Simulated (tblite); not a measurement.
CH$_{3}$AlF$_{2}$ (SMILES [CH3][Al]([F])[F]), singlet, geometry from GFN2-xTB (such geometries of metal compounds can be far from the true shape); GFN1-xTB in tblite.

Here is a job for tblite.
```
$ tblite run mol.xyz --method gfn1 --charge 0 --spin 0 --etemp 2000 --json tblite.json --no-restart

# file mol.xyz
7

Al     0.05180306     0.04011766     0.00222470
C     -1.50805595    -1.16573156    -0.06233932
H     -1.30669362    -2.03874718    -0.68318980
H     -2.37664668    -0.64890162    -0.46820696
H     -1.76055472    -1.53755322     0.93063349
F      0.01100760     1.60162551    -0.52911869
F      1.52441362    -0.41295198     0.59199405
```

It wrote (shortened):

```
xTB calculator
 | screened Coulomb repulsion
 | Coulomb electrostatics
 |  * isotropic Klopman-Ohno-Mataga-Nishimoto electrostatics
 |  * onsite third-order electrostatics
 | DFT-D3(BJ) dispersion correction

halogen bonding energy    0.0000000000000E+00 Eh
repulsion energy          7.3568955009614E-02 Eh
dispersion energy        -1.3292895613029E-03 Eh
number of electrons       2.4000000000000E+01 e
integral cutoff           4.0000000000000E+01 bohr

------------------------------------------------------------
  cycle        total energy    energy error   density error
------------------------------------------------------------
      1     -15.30686026646  -1.5379100E+01   5.6495997E-01
      2     -15.42158440591  -1.1472414E-01   3.2252275E-01
      3     -15.41250879766   9.0756082E-03   1.0076022E-01
      4     -15.42182383732  -9.3150397E-03   9.8694240E-02
      5     -15.43088682496  -9.0629876E-03   1.3604701E-02
      6     -15.43112292441  -2.3609946E-04   9.2401416E-03
      7     -15.43129001525  -1.6709083E-04   7.9322569E-04
      8     -15.43129102310  -1.0078585E-06   2.6283732E-04
      9     -15.43129115277  -1.2966743E-07   1.1953828E-05
------------------------------------------------------------

electronic energy        -1.5503530818220E+01 Eh
total energy             -1.5431291152772E+01 Eh

Post processing:
 | Mayer-Wiberg bond orders

[Info] JSON dump of results written to 'tblite.json'
```
